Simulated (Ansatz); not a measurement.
Ca5Si3⁺, relaxed as a doublet with UKS PBE-D4/def2-SVP in Ansatz, starting from the GFN2-xTB geometry. Force threshold 0.03 eV/Å.

The structure comes from a short search, and lower isomers may exist.

Start:

```csv
atom,x (Å),y (Å),z (Å)
Ca1,-1.903,-2.180,1.541
Ca2,1.403,-1.485,1.395
Ca3,1.266,2.753,-0.116
Ca4,3.565,0.377,-0.329
Ca5,-1.808,1.702,-0.975
Si6,0.336,-0.530,-1.758
Si7,-1.138,0.669,1.717
Si8,-1.721,-1.306,-1.476
```

| step | energy (eV) | largest force component (eV/Å) | SCF passes |
| --- | --- | --- | --- |
| 1 | -115756.3702 | 1.497 | 119 |
| 2 | -115757.2244 | 1.445 | 44 |
| 3 | -115758.0634 | 1.062 | 39 |
| 4 | -115758.7289 | 0.960 | 38 |
| 5 | -115759.2413 | 0.518 | 42 |
| 6 | -115759.5406 | 0.396 | 43 |
| 7 | -115759.7654 | 0.275 | 45 |
| 8 | -115759.8570 | 0.181 | 44 |
| 9 | -115759.8938 | 0.133 | 39 |
| 10 | -115759.9054 | 0.092 | 43 |
| 11 | -115759.9190 | 0.129 | 43 |
| 12 | -115759.9480 | 0.226 | 42 |
| 13 | -115760.0305 | 0.414 | 39 |
| 14 | -115760.1813 | 0.402 | 36 |
| 15 | -115760.3407 | 0.324 | 34 |
| 16 | -115760.4402 | 0.152 | 32 |
| 17 | -115760.4635 | 0.064 | 32 |
| 18 | -115760.4658 | 0.018 | 29 |

Force components are those of the run's own axes.

End:

```xyz
8

Ca   -2.377   -1.761    1.011
Ca    1.275   -1.278    1.828
Ca    1.734    2.145    1.076
Ca    2.612   -0.424   -1.333
Ca   -2.454    0.585   -1.513
Si    0.245    1.231   -1.227
Si   -0.829    0.663    0.931
Si   -0.205   -1.162   -0.773
```

Bonds lost: Ca3–Ca5 (atoms count from 1). Bonds formed: Ca1–Ca5, Ca2–Ca3, Ca2–Si8, Ca3–Si6, Ca3–Si7, Ca4–Si6, Ca4–Si8, Si6–Si7 (atoms count from 1).

No frequencies were taken in this run, so the end may be a saddle point.

It took 2 min on 6 threads of Intel Xeon on a shared host.
